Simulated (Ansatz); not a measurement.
Wavefunction ladder for CH₇AlSeSi, SMILES `[AlH2][CH2][SiH2][SeH]`

Cartesian coordinates in Å:
```
Al -1.2619 0.7762 -0.5270
C -0.6540 -0.9542 0.2949
Si 1.1457 -0.7344 0.0430
Se 1.3025 1.6010 -0.2815
H -2.0725 1.7941 0.3873
H -1.3940 0.7797 -2.1135
H -1.0418 -1.8510 -0.1929
H -0.9107 -0.9794 1.3575
H 2.1008 -1.0640 1.1324
H 1.6526 -1.2489 -1.2525
H 1.1333 1.8809 1.1523
```

Total charge 0; spin multiplicity 1. Correlated methods include outer-core shells of Se, which these sets cover unevenly. Scalar relativity is left out up to krypton. All single points use the PBE0-D4/def2-TZVP geometry. It is one conformer, not always the lowest. Frozen core, restricted reference, Ansatz 0.2.0.

| basis | HF (Eh) | MP2 corr. |
| --- | --- | --- |
| def2-SVP | -2972.17232 | -0.55444 |
| def2-TZVPP | -2972.70250 | -0.66829 |
| def2-QZVPP | -2972.76779 | -0.99884 |

(1) Estimate the CCSD correlation energy and the (T) correction in each basis where they were run (hartree).

## Answers

(1) 
| basis | CCSD corr. | (T) |
| --- | --- | --- |
| def2-SVP | -0.60482 | -0.01727 |
| def2-TZVPP | -0.71735 | -0.02761 |
